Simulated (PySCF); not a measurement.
PySCF job for C₂H₈FNSi₂, SMILES F[Si@H]([SiH2]C=C)N, PBE/pcSseg-1. Geometry: B3LYP-D3(BJ)/def2-SVP. The structure was generated by enumeration; whether it is a known compound was not checked. One conformer was computed; it need not be the lowest.

```python
import numpy as np
from pyscf import gto, scf, dft
from pyscf.prop.nmr import rks as nmr

mol = gto.M(
    atom='''
    C     2.93916062    1.13205526   -0.50335566
    C     2.25879807    0.00380686   -0.25930755
    Si    0.57913216   -0.38782036   -0.99289776
    Si   -1.10456490   -0.41222396    0.64045700
    N    -2.63189976   -0.47998983   -0.14428915
    F    -0.89381548    0.93957715    1.55199170
    H     2.55742356    1.90282052   -1.18244403
    H     3.90833895    1.33958729   -0.03567846
    H     2.69960823   -0.72429195    0.43544041
    H     0.23754540    0.65380069   -2.01106566
    H     0.59620516   -1.72253156   -1.66802215
    H    -1.04723429   -1.55056188    1.59782739
    H    -2.83606103    0.10956180   -0.94529840
    H    -3.47988231   -0.71920270    0.36148984
    ''',
    basis='pcSseg-1',
    charge=0,
    spin=0,
    max_memory=1600,
    verbose=3,
)
mf = dft.RKS(mol, xc='pbe')
mf.grids.level = 3
mf.conv_tol = 1e-10
mf.max_cycle = 100
mf.kernel()
n = nmr.NMR(mf)
n.verbose = 2
n.max_cycle_cphf = 60
sigma = n.kernel()
print('atom   isotropic/ppm   span/ppm')
for i, s in enumerate(sigma):
    w = np.linalg.eigvalsh((s + s.T) / 2)
    print(f'{mol.atom_symbol(i):2s}{i + 1:3d} {w.mean():14.3f} {w[2] - w[0]:11.3f}')
```

Program output:

```
converged SCF energy = -814.060270880503
atom   isotropic/ppm   span/ppm
C   1         35.524     235.794
C   2         44.745     238.183
Si  3        408.012     101.960
Si  4        341.480      74.923
N   5        214.919      64.974
F   6        297.977     174.737
H   7         24.912       7.869
H   8         24.872       7.007
H   9         24.941       4.460
H  10         27.275       6.472
H  11         27.039       7.381
H  12         25.827       7.773
H  13         29.786      14.863
H  14         29.382      16.820
```

The calculation finished and met its thresholds.
